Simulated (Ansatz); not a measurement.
Worked example: vertical ionisation energy of KI (Potassium Iodide)

The species is KI (2 atoms), meant as a singlet with charge 0. As SMILES, `[K][I]`. Geometry: the measured bond length.

```jsonl
{"atom": "K", "x (Å)": "0.0000", "y (Å)": "0.0000", "z (Å)": "0.0000"}
{"atom": "I", "x (Å)": "0.0000", "y (Å)": "0.0000", "z (Å)": "3.0478"}
```

Both states at this one shape; open shells run unrestricted unless said. 1 Eh = 27.2114 eV.

```
                                                        level  program  singlet KI (Eh)  doublet KI+ (Eh)
                                               wB97M-V/STO-3G   Ansatz     -7446.867443      -7446.676798
PBE-QIDH/def2-TZVPPD (core potential), 9 core orbitals frozen   Ansatz      -897.310184       -897.025135
```

Work out the vertical ionisation energy at each level.


1. wB97M-V/STO-3G: -7446.676798 − (-7446.867443) = 0.190645 Eh = 5.19 eV.
2. PBE-QIDH/def2-TZVPPD (core potential): -897.025135 − (-897.310184) = 0.285049 Eh = 7.76 eV.

No measured value is set beside it here; the levels span 5.19 to 7.76 eV. Spin-orbit coupling, which splits open shells on such heavy atoms by tenths of an eV, is left out. Minimal sets are far from the basis-set limit. All-electron rows are non-relativistic unless named.
